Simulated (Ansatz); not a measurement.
Cost and result for the atomization energy of C2H9InN2 (`C[CH2][In]([NH2])[NH2]`) (14 atoms, 13 bonds).

```xyz
14

C    -1.353   -1.763    0.076
C    -0.068   -1.254    0.716
In    0.560    0.675   -0.004
N     2.328    1.585    0.390
N    -0.625    1.791   -1.214
H    -2.191   -1.084    0.251
H    -1.640   -2.741    0.476
H    -1.252   -1.875   -1.007
H    -0.177   -1.174    1.801
H     0.759   -1.949    0.544
H     2.836    1.329    1.223
H     2.390    2.584    0.261
H    -0.215    2.532   -1.762
H    -1.351    1.342   -1.751
```

Charge 0, multiplicity 1. Correlated methods include outer-core shells of In, which these sets cover unevenly. In: def2 effective core potential. Geometry: relaxed with PBE0-D4/def2-TZVP. It is one conformer, not always the lowest. Program: Ansatz. All runs use 4 threads of an Arm Neoverse V1 on a shared host. Times are those of one run each, without the atoms' runs, and a repeat can differ threefold. Electronic energies, without spin–orbit coupling; frozen cores. CCSD(T)/CBS adds CCSD(T) − MP2 in def2-TZVPP to the MP2 limit, and its time is that of the two runs behind it. T1 = 0.013. With those shells the extrapolation isn't a true limit. B3LYP takes the VWN-RPA correlation (the form of Gaussian; ORCA's B3LYP/G). HSE06 is the plane-wave form, built on full-range PBE exchange.

CCSD(T)/CBS is a level of theory with its own doubt, some kJ/mol a heavy atom from the limit and from the frozen cores, so smaller differences don't rank the functionals.

| level | functions | wall time |
| --- | --- | --- |
| PBE-D4/def2-TZVPP (with forces) | 300 | 3.6 s |
| PBE0-D4/def2-TZVPP | 300 | 4.4 s |
| BHLYP-D4/def2-TZVPP | 300 | 4.6 s |
| HSE06-D4/def2-TZVPP | 300 | 4.8 s |
| CAM-B3LYP-D4/def2-TZVPP | 300 | 5.5 s |
| r2SCAN-D4/def2-TZVPP (with forces) | 300 | 7 s |
| B3LYP-D4/def2-TZVPP (with forces) | 300 | 7.5 s |
| B97M-V/def2-TZVPP | 300 | 13 s |
| ωB97M-V/def2-TZVPP (with forces) | 300 | 17 s |
| CCSD(T)/def2-SVP | 127 | 19 s |
| MP2/def2-QZVPP | 580 | 37 s |
| CCSD(T)/def2-TZVPP | 300 | 22 min |
| CCSD(T)/CBS(def2) | – | 23 min |

Question: What atomization energy does each give, and how far from CCSD(T)/CBS? (Estimate.)

Answer: The calculation gave: 
| level | atomization (kcal/mol) | difference from CCSD(T)/CBS | per bond |
| --- | --- | --- | --- |
| PBE-D4/def2-TZVPP (with forces) | 1159.7 | 14.0 | 1.1 |
| PBE0-D4/def2-TZVPP | 1139.0 | -6.7 | -0.5 |
| BHLYP-D4/def2-TZVPP | 1107.0 | -38.7 | -3.0 |
| HSE06-D4/def2-TZVPP | 1139.8 | -5.9 | -0.5 |
| CAM-B3LYP-D4/def2-TZVPP | 1146.8 | 1.1 | 0.1 |
| r2SCAN-D4/def2-TZVPP (with forces) | 1135.5 | -10.2 | -0.8 |
| B3LYP-D4/def2-TZVPP (with forces) | 1140.4 | -5.3 | -0.4 |
| B97M-V/def2-TZVPP | 1136.7 | -9.0 | -0.7 |
| ωB97M-V/def2-TZVPP (with forces) | 1144.5 | -1.2 | -0.1 |
| CCSD(T)/def2-SVP | 1065.8 | -79.9 | -6.1 |
| MP2/def2-QZVPP | 1140.5 | -5.2 | -0.4 |
| CCSD(T)/def2-TZVPP | 1111.8 | -33.9 | -2.6 |
| CCSD(T)/CBS(def2) | 1145.7 | 0.0 | 0.0 |

Leaving LDA and LC-ωPBE aside and taking each functional with its dispersion term where it has one, the values spread over 52.7 kcal/mol, from BHLYP-D4 to PBE-D4. LDA lies +149.0 kcal/mol from PBE without D4, its usual overbinding. From r2SCAN to r2SCAN0 (25 % exact exchange), in def2-TZVPP and without D4, the atomization energy moves by −16.5 kcal/mol: exact exchange takes away binding that semilocal exchange gives to molecules. In def2-TZVPP, CCSD(T) changes the Hartree–Fock value by +316.9 kcal/mol (the triples alone add +17.1 kcal/mol) and MP2 by +325.3 kcal/mol; breaking electron pairs costs correlation energy, which Hartree–Fock lacks.

Spin–orbit coupling would lower the free In atoms strongly, and the atomization energy with them, by more than many differences here.
